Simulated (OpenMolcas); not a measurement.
Er2+: moving or changing the point charges

Er2+ among 8 point charges of -1 e arranged as a cube (Oh), 2.4 Å from the ion.

- Program: OpenMolcas
- Method: SS-CASPT2, IPEA 0.25 Eh, imaginary shift 0.1 Eh (closed shells correlated: 5s 5p)
- Basis: ANO-RCC-VDZP [7s6p4d2f1g]
- Scalar Hamiltonian: DKH2, point nucleus
- Active space: 12 electrons in 7 orbitals (4f)
- State averaging: 2S+1 = 3 even, 21 roots; 2S+1 = 1 even, 27 roots kept (CI in the orbitals of an earlier block)
- Spin-orbit coupling: state interaction with AMFI integrals over the reference wave functions

Runs around this geometry, states (labels of O, the rotations of Oh). Energies in cm-1 above the lowest state or level, χT in cm3 K/mol; under a threefold ground state the first gap can be a small split of the lowest multiplet, not the spin-orbit step.

```csv
R (Å),Ground state,First state of that spin,First gap with spin-orbit (degeneracies),Width of lowest J,χT at 300 K
2.4,3T1,3T2 96,"25 (2, 3)",215,7.082
2.61,3T1,3T2 92,"25 (2, 3)",152,7.115
2.8,3T1,3T2 75,"16 (2, 3)",112,7.129
```

Taking the width of the lowest J multiplet as R^-n, n = -ln(112 / 215) / ln(2.8 / 2.4) = 4.2 between the shortest and longest distance.

Roots that are degenerate in the reference are averaged as groups; the widest CASPT2 spread within a group is 1100 cm-1 (the 3-fold group of multiplicity 1 near 30100 cm-1 above the lowest state of its run, R = 2.8). Shifts and gaps below about the spread of the groups concerned are not significant. Point charges carry no covalency, so the field is a model and not that of real ligands. No measured value stands beside these numbers.
